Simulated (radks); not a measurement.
Task: Numerical settings for neutral indium, [Kr] 4d10 5s2 5p1. Calculated with a radial shooting solver on a logarithmic mesh with Libxc functionals: scalar-relativistic Kohn-Sham, SCAN, spin-unpolarised, spherical densities, finite nucleus; meta-GGA in the generalised Kohn-Sham scheme; Fermi nuclear charge, rms radius 4.6156 fm. The defaults (mesh step 0.008 in ln r, mesh end at 40 bohr or more with all orbitals vanishing there, Anderson mixing 0.5 over 9 steps, residual threshold near 1e-9 with the energy settled to 1e-9 hartree or 1e-11 of itself, here a cap of 94 iterations) give E = -5882.704 hartree and 5p at -2.515 eV in 14 iterations. Run on one thread of a shared host, so times are rough (Arm Neoverse V1): 0.13 s of CPU time, 0.13 s wall, 14 iterations on 2437 mesh points. One setting is changed at a time: mesh step in ln r 0.005; mesh step in ln r 0.02; mesh step in ln r 0.05; mesh end (bohr) 8; mesh end (bohr) 400; residual threshold 0.01; residual threshold 1e-05; mixing 1.5; linear mixing, mixing 0.05; linear mixing, mixing 0.2; mixing history 3; iteration cap 2. Which runs fail to converge, and which converge to a wrong energy?

Result: Not converged within the cap: linear mixing, mixing 0.05; iteration cap 2. Settings that end as converged yet miss the energy by more than 1 mhartree: mesh step in ln r 0.05 (+0.0634 hartree); mesh end (bohr) 8 (+0.00511 hartree); mesh end (bohr) 400 (-0.00117 hartree).
